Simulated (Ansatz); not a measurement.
Calculated with Ansatz (gas phase, PBE0-D4/def2-TZVP geometries, no zero-point term in ΔE). CCSD(T)/CBS is the MP2 limit (def2-TZVPP, def2-QZVPP) plus CCSD(T) − MP2 in def2-TZVPP, frozen cores. This one scheme is used for every species. Functionals use def2-TZVPP. For Ga outer-core shells are correlated without core-valence functions, which leaves a few kJ/mol of doubt a bond. Scalar relativity is left out up to krypton. Each species was taken in one conformer, which may not be the lowest.

`[OH][GaH][Si](F)(F)F` + H–F → silicon tetrafluoride + `[OH][GaH2]`  (cleavage of the Si–Ga bond)

`[OH][GaH][Si](F)(F)F`:

Cartesian coordinates in Å:
```
O -2.316 -0.102 0.224
Ga -0.711 -0.363 0.955
Si 1.169 0.181 -0.458
F 0.684 0.710 -1.873
F 2.106 -1.066 -0.740
F 2.091 1.314 0.156
H -2.300 0.236 -0.674
H -0.722 -0.909 2.410
```

H–F:

```xyz
2

F    -0.129   -0.403    0.180
H     0.129    0.403   -0.180
```

`F[Si](F)(F)F`:

Cartesian coordinates in Å:
```
F 0.365 0.096 1.515
Si 0.000 0.000 0.000
F -1.447 0.544 -0.221
F 0.073 -1.491 -0.461
F 1.010 0.851 -0.834
```

`[OH][GaH2]`:

Cartesian coordinates in Å:
```
O -0.659 -0.901 -0.618
Ga 0.393 0.184 0.337
H -1.332 -0.445 -1.127
H 0.116 1.722 0.247
H 1.482 -0.561 1.161
```

```tsv
level	ΔE (kJ/mol)
ωB97X-V	-138.8
r2SCAN0	-149.4
```

(1) What does CCSD(T)/CBS give? (An estimate is asked.)

Largest T1 diagnostic among the species: 0.015.

Answers

(1) The calculation gave: -139.7 kJ/mol. The listed levels differ from it by 0.9, -9.7 kJ/mol.

Leaving LDA and LC-ωPBE aside and taking each functional with its dispersion term where it has one, the values, not all of them listed here, spread over 45.6 kJ/mol, from B97M-V to revPBE-D4. LDA lies −6.8 kJ/mol from PBE without D4. From PBE to PBE0 (25 % exact exchange), in def2-TZVPP and without D4, ΔE moves by −12.1 kJ/mol.
